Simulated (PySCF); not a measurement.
PySCF 2.14 output of an unrestricted B3LYP calculation on a single atom or ion in aug-cc-pVTZ-DK, with the spin-free X2C one-electron Hamiltonian (Gaussian nucleus):

```
SCF conv_tol = 1e-09
number electrons alpha = 22  beta = 18
    P. J. Stephens, F. J. Devlin, C. F. Chabalowski, and M. J. Frisch.,  J. Phys. Chem. 98, 11623 (1994)
cycle= 1 E= -3598.12408417868  delta_E= -0.00852  |g|= 0.0302  |ddm|= 0.962
cycle= 2 E= -3598.12435770707  delta_E= -0.000274  |g|= 0.00747  |ddm|= 0.0866
cycle= 3 E= -3598.12441409404  delta_E= -5.64e-05  |g|= 0.00388  |ddm|= 0.032
cycle= 4 E= -3598.12443389591  delta_E= -1.98e-05  |g|= 0.00162  |ddm|= 0.0161
cycle= 5 E= -3598.12446336124  delta_E= -2.95e-05  |g|= 0.000915  |ddm|= 0.0246
cycle= 6 E= -3598.1244770574  delta_E= -1.37e-05  |g|= 0.000114  |ddm|= 0.0299
cycle= 7 E= -3598.12447708003  delta_E= -2.26e-08  |g|= 3.14e-05  |ddm|= 0.00102
cycle= 8 E= -3598.12447708349  delta_E= -3.47e-09  |g|= 1.08e-05  |ddm|= 0.00038
cycle= 9 E= -3598.12447708475  delta_E= -1.26e-09  |g|= 4.03e-06  |ddm|= 0.000154
cycle= 10 E= -3598.12447708501  delta_E= -2.56e-10  |g|= 3.09e-07  |ddm|= 0.000104
converged SCF energy = -3598.12447708501  <S^2> = 6.0008928  2S+1 = 5.0003571
```

The run itself started from symmetry-adapted Hartree-Fock orbitals and held the occupation by maximum overlap, on a logarithmic radial grid, so the iterations belong to that start.

Which element, charge and spin multiplicity is this?

Zr (zirconium, neutral), multiplicity 5; the state was [Kr] 4d2 5s1 5p1, one real determinant (an excited configuration).

⟨L²⟩ = 13.93 against 20 for a pure G term, so this real determinant mixes terms.
